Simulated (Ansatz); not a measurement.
Reaction (ligand exchange at the Si–C bond): `C#C[SiH2]F` + `OCO` → `OCO[SiH2]F` + `C#C`

Program: Ansatz. Geometries: PBE0-D4/def2-TZVP. ΔE: electronic, gas phase. CCSD(T)/CBS is the MP2 limit (def2-TZVPP, def2-QZVPP) plus CCSD(T) − MP2 in def2-TZVPP, frozen cores. This one scheme is used for every species. Functionals use def2-TZVPP. B3LYP here is the variant with VWN-RPA as its local correlation; programs differ in this. One conformer a species, not always the lowest.

Is it downhill or uphill in electronic energy at CCSD(T)/CBS, and by how much? (An estimate is asked.)

Ansatz gave: Downhill: ΔE = -0.68 eV.

What do these levels give: PBE-D4, r2SCAN-D4, PBE0-D4, B3LYP-D4, HF/def2-QZVPP, MP2/def2-QZVPP? (An estimate is asked.)

The calculation gave: PBE-D4 -0.57, r2SCAN-D4 -0.66, PBE0-D4 -0.61, B3LYP-D4 -0.69, HF/def2-QZVPP -0.77, MP2/def2-QZVPP -0.68 eV.

Largest T1 diagnostic among the species: 0.013.

The D4 term adds −0.04 eV with B3LYP and −0.02 eV with PBE0; it sums over pairs of atoms, weighted by their polarisabilities, and B3LYP, whose exchange is more repulsive, gets the larger term. From PBE to PBE0 (25 % exact exchange), in def2-TZVPP and without D4, ΔE moves by −0.04 eV. In def2-TZVPP, CCSD(T) changes the Hartree–Fock value by +0.08 eV (the triples alone add +0.02 eV) and MP2 by +0.08 eV.
